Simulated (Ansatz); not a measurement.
# Cost against result

Saddle point of ZnH$_{2}$ClF, singlet (ZnClF + H₂ → ZnHCl ([Cl][ZnH]) + HF; bonds formed: Zn1–H5, F2–H4; bonds broken: Zn1–F2, H4–H5), PBE0-D4/def2-TZVP structure:

```xyz
5
angstrom
Zn -0.1130 -0.4542 -0.2960
F 0.9751 0.3666 1.1386
Cl -0.4385 -2.2408 -1.3385
H 0.1445 1.0917 0.5818
H -0.5680 1.2366 -0.0858
```

Barriers are electronic and count from the start structure reached by relaxing down the imaginary mode.

Program: Ansatz 0.2.0. Basis: as named in each row. Cores are frozen in the correlated methods. The 3s and 3p shells of Cu and Zn are frozen; filled d shells are correlated. B3LYP uses VWN-RPA correlation. Extrapolation: Hartree–Fock as exp(−7.88 √X), correlation as X^−2.97.

Times are rough, for one single point on 4 threads of a shared host (Arm Neoverse V2).

The estimate by CCSD(T) at an estimated basis limit (MP2 extrapolated from triple and quadruple zeta, plus CCSD(T) − MP2 in triple zeta) is 24.91 kcal/mol.

```tsv
method	basis	time (s)	barrier (kcal/mol)	method less estimate
HF	STO-3G	under 1	76.74	51.82
SPW92	def2-SVP	under 1	7.82	-17.10
PBE-D4	def2-SVP	under 1	14.52	-10.39
B3LYP-D4	6-31G	under 1	27.29	2.37
SPW92	def2-TZVPP	under 1	11.88	-13.03
PBE0-D4	def2-SVP	under 1	16.35	-8.56
CCSD(T)	def2-SVP	under 1	20.97	-3.95
PBE-D4	def2-TZVPP	under 1	18.92	-5.99
BLYP-D4	def2-TZVPP	1	22.49	-2.42
B3LYP-D4	def2-TZVPP	1	23.07	-1.84
PBE0-D4	def2-TZVPP	1	20.42	-4.50
BHLYP-D4	def2-TZVPP	1	24.88	-0.04
CAM-B3LYP-D4	def2-TZVPP	1	22.60	-2.32
RPA on PBE	def2-TZVPP	2	23.58	-1.34
B2PLYP	def2-TZVPP	2	23.68	-1.23
r2SCAN-D4	def2-TZVPP	2	20.54	-4.37
PBE-QIDH	def2-TZVPP	2	22.24	-2.68
r2SCAN0-D4	def2-TZVPP	3	21.48	-3.43
wB97M-V	def2-SVP	3	17.14	-7.77
wB97X-V	def2-TZVPP	4	23.38	-1.54
B97M-V	def2-TZVPP	4	22.25	-2.67
PBE-D4	STO-3G	4	48.56	23.65
wB97M-V	def2-TZVPP	5	22.76	-2.16
MP2	def2-QZVPP	6	25.03	0.11
CCSD(T)	def2-TZVPP	21	23.43	-1.48
```

All methods are single points on the PBE0-D4 structures.

No T1 diagnostic of these runs exceeds 0.016.

Labels in which every atom is bracketed show which atoms are joined, not bond orders.
